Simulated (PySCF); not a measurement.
## MoOF₂, triplet: structure and spectrum

Method: UPBE0/[Mo def2-TZVP with ECP28, O def2-TZVP, F def2-TZVP], scalar-relativistic core potentials, density fitting, no spin–orbit coupling, PySCF.

The structure is a minimum.

```json
{
  "Point group": "C2v",
  "Bond lengths": "Mo–F 1.870 Å (×2), Mo–O 1.652 Å",
  "Bond angles": "F–Mo–F 116.2°, F–Mo–O 121.9° (×2)",
  "Highest occupied level (α)": "-7.58 eV",
  "Rotational symmetry number": "2",
  "Enthalpy at 298.15 K above 0 K": "15.34 kJ/mol",
  "Lowest empty level (β)": "-3.35 eV",
  "Zero-point energy": "17.7 kJ/mol",
  "Principal quadrupole moments (Buckingham, traceless) about the centre of mass": "-4.92, -3.45, 8.37 D Å",
  "Heat capacity Cp at 298.15 K": "65.4 J/(mol K)",
  "Principal polarisabilities": "31.4, 34.1, 40.6 bohr³",
  "Spin squared ⟨S²⟩": "2.019",
  "Entropy at 298.15 K and 1 bar (electronic part: spin only)": "314.9 J/(mol K)",
  "Rotational constants": "0.211, 0.176, 0.09596 cm⁻¹",
  "Atomisation energy without zero-point energy": "1581 kJ/mol",
  "Dipole moment": "0.11 D"
}
```

Harmonic modes (masses in u: Mo 97.905, O 15.995, F 18.998):
```tsv
symmetry	ω (cm⁻¹)	IR (km/mol)	μ (u)	type
b1	154	24.8	24.52	bend
a1	169	8.6	21.12	bend
b2	212	16.3	18.63	bend
a1	664	91.2	20.36	stretch
b2	676	204	23.37	stretch
a1	1081	180	18.12	stretch
```

In C2v the vibrations span b1 + 3a1 + 2b2. Here b1 is antisymmetric to the molecular plane and b2 lies in it.

Charges (e):
| atom | Mulliken | Löwdin | polar tensor | spin (Mulliken) | Mayer order to Mo1 |
| --- | --- | --- | --- | --- | --- |
| Mo1 | 1.51 | 0.84 | 2.12 | 2.09 | – |
| O2 | -0.52 | -0.25 | -0.74 | -0.15 | 2.08 |
| F3,4 | -0.49 | -0.30 | -0.69 | 0.03 | 0.79 |

Mulliken populations on Mo1 (electrons outside its core potential): s 2.31, p 6.18, d 3.93, f 0.07.

Outer orbital energies (eV). α occupied: -13.03, -12.81, -12.03, -11.49, -11.34, -10.83, -7.91, -7.58; empty: -3.15, -1.53, -0.95, -0.15. β occupied: -13.43, -13.09, -12.45, -12.32, -11.99, -11.50, -11.26, -10.97; empty: -3.35, -2.62, -2.35, -0.82.

Formally Mo is in oxidation state +4, d2, with 2 unpaired electrons (the high-spin count). The Mulliken spin on Mo is 2.09. The polar-tensor charge on Mo, 2.12, is far below the formal one.

This need not be the most stable arrangement of these atoms. With open d or f shells other occupations or spin states may lie lower.

The final relaxation and frequency run took 78 s on 4 threads of a shared Arm Neoverse V1 host, with 133 basis functions and 15 gradients; the process peaked at 1.4 GiB. Launch command: `OMP_NUM_THREADS=4 python axn.py task.json out`.
